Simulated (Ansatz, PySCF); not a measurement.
CH₅N₂S, SMILES NC([NH3+])=S, charge +1. Atoms are numbered in the order given.

```xyz
9

N      1.2486     0.9568     0.0000
C      0.1437     0.2030     0.0000
N     -1.1149     1.0887     0.0000
S     -0.0620    -1.3992     0.0000
H      1.2632     1.9725     0.0000
H      2.1479     0.4805     0.0000
H     -1.9242     0.4479     0.0000
H     -1.1787     1.6901     0.8386
H     -1.1787     1.6901    -0.8386
```
Charge +1, spin multiplicity 1.

Geometry: B3LYP-D3(BJ)/def2-SVP. The isomer is the one that the SMILES or the coordinates give; other isomers of the formula were not compared. Other conformers were not sampled.

Two levels are set side by side: PBE-D3(BJ)/def2-SVP (Ansatz, a quantum-chemistry and plane-wave program) and B3LYP-D3(BJ)/def2-SVP (PySCF). Each level has its own optimised geometry; the coordinates shown are those of the second. Frequencies come from the Hessian of PySCF at each geometry. Differences are taken from unrounded values.

```json
[
 {"quantity": "mean bond length (Å)", "B3LYP-D3(BJ)": "1.203"},
 {"quantity": "bond N1–C2 (Å)", "B3LYP-D3(BJ)": "1.338"},
 {"quantity": "bond C2–N3 (Å)", "B3LYP-D3(BJ)": "1.539"},
 {"quantity": "bond C2–S4 (Å)", "B3LYP-D3(BJ)": "1.615"},
 {"quantity": "bond N1–H5 (Å)", "B3LYP-D3(BJ)": "1.016"},
 {"quantity": "bond N1–H6 (Å)", "B3LYP-D3(BJ)": "1.018"},
 {"quantity": "bond N3–H7 (Å)", "B3LYP-D3(BJ)": "1.032"},
 {"quantity": "bond N3–H8 (Å)", "B3LYP-D3(BJ)": "1.034"},
 {"quantity": "bond N3–H9 (Å)", "B3LYP-D3(BJ)": "1.034"},
 {"quantity": "highest harmonic wavenumber (cm⁻¹)", "B3LYP-D3(BJ)": "3660"},
 {"quantity": "mean harmonic wavenumber (cm⁻¹)", "B3LYP-D3(BJ)": "1538"},
 {"quantity": "zero-point energy (kcal/mol)", "B3LYP-D3(BJ)": "46.16"}
]
```

Question: What does PBE-D3(BJ) give, and how far is it from B3LYP-D3(BJ)? (Estimate from the structure and the level; the computed values follow.)

Answer: 
```json
[
 {"quantity": "mean bond length (Å)", "PBE-D3(BJ)": "1.211", "PBE-D3(BJ) minus B3LYP-D3(BJ)": "0.008"},
 {"quantity": "bond N1–C2 (Å)", "PBE-D3(BJ)": "1.343", "PBE-D3(BJ) minus B3LYP-D3(BJ)": "0.005"},
 {"quantity": "bond C2–N3 (Å)", "PBE-D3(BJ)": "1.551", "PBE-D3(BJ) minus B3LYP-D3(BJ)": "0.012"},
 {"quantity": "bond C2–S4 (Å)", "PBE-D3(BJ)": "1.622", "PBE-D3(BJ) minus B3LYP-D3(BJ)": "0.007"},
 {"quantity": "bond N1–H5 (Å)", "PBE-D3(BJ)": "1.023", "PBE-D3(BJ) minus B3LYP-D3(BJ)": "0.008"},
 {"quantity": "bond N1–H6 (Å)", "PBE-D3(BJ)": "1.025", "PBE-D3(BJ) minus B3LYP-D3(BJ)": "0.007"},
 {"quantity": "bond N3–H7 (Å)", "PBE-D3(BJ)": "1.040", "PBE-D3(BJ) minus B3LYP-D3(BJ)": "0.008"},
 {"quantity": "bond N3–H8 (Å)", "PBE-D3(BJ)": "1.041", "PBE-D3(BJ) minus B3LYP-D3(BJ)": "0.007"},
 {"quantity": "bond N3–H9 (Å)", "PBE-D3(BJ)": "1.041", "PBE-D3(BJ) minus B3LYP-D3(BJ)": "0.007"},
 {"quantity": "highest harmonic wavenumber (cm⁻¹)", "PBE-D3(BJ)": "3582", "PBE-D3(BJ) minus B3LYP-D3(BJ)": "-78"},
 {"quantity": "mean harmonic wavenumber (cm⁻¹)", "PBE-D3(BJ)": "1496", "PBE-D3(BJ) minus B3LYP-D3(BJ)": "-42"},
 {"quantity": "zero-point energy (kcal/mol)", "PBE-D3(BJ)": "44.90", "PBE-D3(BJ) minus B3LYP-D3(BJ)": "-1.26"}
]
```

GGA bonds tend to be longer and softer than those of functionals with exact exchange. Differences between two approximate levels are no errors against the true value.
